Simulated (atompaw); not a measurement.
**Which change was made? (Tb, PAW (atompaw))**

atompaw 4.2.0.5 input, output lines left out:

```
Tb 65
GGA-PBESOL loggrid 2001 logderivrange -5 5 251
6 6 5 4 0 0
6 0 1.5
6 1 0
5 2 0
4 3 9
0 0 0
c
c
c
c
v
v
c
c
c
v
v
c
c
v
v
3
3.00 2.75 2.70 1.95
n
n
y
4.4
n
y
-0.25
n
bloechl sinc
4 0 vpsmatchnc
```

Cutoffs, loose and tight: the cutoffs (Ry, on a coarse ladder) from which the occupation-weighted sum of valence levels, in a spherical-Bessel basis at the reference potential, stays within 10 and 1 mRy of its value at 400 Ry. They see the waves, projectors and local potential, not the compensation charge or the core.

The base gives: outcome: generated; cutoff, loose: 40 Ry; cutoff, tight: 50 Ry; bound ghosts: none.

Task: After one change the result is: outcome: failed: atompaw: terminating projector 1000. Which change was it?
A. local potential vpsmatchnc scheme with l = 4 at 0 Ry, radius 1.98 bohr
B. local potential vpsmatchnc scheme with l = 4 at 0 Ry, radius 2.34 bohr
C. local potential vpsmatchnc scheme with l = 4 at 0 Ry, radius 1.28 bohr

Result: C. The others give: local potential vpsmatchnc scheme with l = 4 at 0 Ry, radius 1.98 bohr → outcome: generated, no UPF (negative core plus compensation charge); cutoff, loose: 90 Ry; cutoff, tight: 110 Ry; bound ghosts: s | local potential vpsmatchnc scheme with l = 4 at 0 Ry, radius 2.34 bohr → outcome: generated, no UPF (negative core plus compensation charge); cutoff, loose: 55 Ry; cutoff, tight: 70 Ry; bound ghosts: none.
